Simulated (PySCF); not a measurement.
Compound: C₈H₁₀O₃.
Atom-mapped SMILES: `[O:1]=[CH:2][O:3][C@:4]12[CH2:5][CH2:6][C@H:7]([CH2:8][CH2:9]1)[C:10]2=[O:11]`

Structure used (GFN2-xTB), in Å, numbered top down from 1:
```
atom  x, y, z in Å
O1     2.605   -0.463    1.675
C2     2.754   -0.873    0.562
O3     1.875   -0.861   -0.423
C4     0.592   -0.304   -0.171
C5     0.574    1.198    0.153
C6    -0.871    1.620   -0.197
C7    -1.532    0.322   -0.679
C8    -1.704   -0.622    0.519
C9    -0.259   -1.047    0.870
C10   -0.356   -0.336   -1.373
O11   -0.208   -0.744   -2.481
H12    3.683   -1.336    0.189
H13    1.306    1.716   -0.469
H14    0.825    1.375    1.198
H15   -1.395    2.033    0.665
H16   -0.878    2.370   -0.988
H17   -2.428    0.464   -1.277
H18   -2.194   -0.118    1.351
H19   -2.308   -1.486    0.242
H20   -0.119   -2.123    0.759
H21    0.029   -0.767    1.882
```

Probes without a nucleus sit at each ring's centroid and 1 Å off its mean plane on both sides; NICS is minus the shielding there, NICSzz its component along the normal. Level: GIAO PBE0/pcSseg-1 (PySCF, non-relativistic, gas phase) on the GFN2-xTB geometry, one conformer.

Ring bond lengths (Å), with Mayer bond orders in brackets: C4–C5 1.537 (1.00), C5–C6 1.546 (1.01), C6–C7 1.535 (0.99), C7–C10 1.516 (0.91), C10–C4 1.530 (0.84); C4–C9 1.537 (1.00), C9–C8 1.546 (1.01), C8–C7 1.535 (0.99), C7–C10 1.516 (0.91), C10–C4 1.530 (0.84).

Task: What do the NICS probes read (ppm)?

Result: 
```json
{"ring": "C4–C5–C6–C7–C10", "type": "5-membered carbocycle; formal bonds all single", "NICS(0)": "-4.2", "NICS(1), two faces": "-4.7 / -3.1", "NICS(1)zz, two faces": "-2.8 / -4.3", "rms pucker (Å)": "0.26", "centre to ring atoms, mean (Å)": "1.26"}
{"ring": "C4–C9–C8–C7–C10", "type": "5-membered carbocycle; formal bonds all single", "NICS(0)": "-4.2", "NICS(1), two faces": "-3.1 / -4.7", "NICS(1)zz, two faces": "-4.3 / -2.9", "rms pucker (Å)": "0.26", "centre to ring atoms, mean (Å)": "1.26"}
```

Task: What do they say, and how far can they be read as aromaticity?

Result: 
- C4–C5–C6–C7–C10: mean NICS(1)zz -3.6 ppm, shielded. C4, C5, C6, C7 have four or more neighbours; no verdict on aromaticity is drawn.
- C4–C9–C8–C7–C10: mean NICS(1)zz -3.6 ppm, shielded. C4, C7, C8, C9 have four or more neighbours, so the value isn't read as a sign of a π ring current.

Task: What field does 1 T along the ring normal induce along that normal at the second NICS(1) probe listed for ring C4–C9–C8–C7–C10, 1 Å off the ring?

Result: NICSzz × B0 = -2.9 ppm × 1 T = -3 μT, against the applied field.

Task: List the ring angles and the Hirshfeld charges of the ring atoms.

Result: 
- C4–C5–C6–C7–C10: C4 100.3° (+0.074 e), C5 103.3° (-0.078 e), C6 104.0° (-0.063 e), C7 100.2° (-0.039 e), C10 96.4° (+0.163 e); sum 504.3° against 540° for a flat convex ring.
- C4–C9–C8–C7–C10: C4 100.3° (+0.074 e), C9 103.3° (-0.078 e), C8 104.0° (-0.063 e), C7 100.2° (-0.039 e), C10 96.4° (+0.163 e); sum 504.3° against 540° for a flat convex ring.

Task: What are the shieldings of the ring atoms and their hydrogens in the same run (means over atoms taken as equivalent)?

Result: 
```json
{"atoms": "C4", "environment": "sp3 carbon bound to oxygen", "σ isotropic (ppm)": "105.4"}
{"atoms": "C5 (×2)", "environment": "ring CH2 carbon", "σ isotropic (ppm)": "157.2"}
{"atoms": "C6 (×2)", "environment": "ring CH2 carbon", "σ isotropic (ppm)": "160.7"}
{"atoms": "C7", "environment": "sp3 carbon at a ring junction", "σ isotropic (ppm)": "148.6"}
{"atoms": "C10", "environment": "ketone carbonyl carbon", "σ isotropic (ppm)": "-25.6"}
{"atoms": "H13 (×2)", "environment": "methylene hydrogen", "σ isotropic (ppm)": "29.85"}
{"atoms": "H14 (×2)", "environment": "methylene hydrogen", "σ isotropic (ppm)": "28.74"}
{"atoms": "H15 (×2)", "environment": "methylene hydrogen", "σ isotropic (ppm)": "30.06"}
{"atoms": "H16 (×2)", "environment": "methylene hydrogen", "σ isotropic (ppm)": "29.61"}
{"atoms": "H17", "environment": "methine hydrogen", "σ isotropic (ppm)": "30.15"}
```

On an Arm Neoverse N1 with one thread, no GPU, shared host, this took 88 s of wall time. This is the whole shielding run at PBE0/pcSseg-1, SCF included.
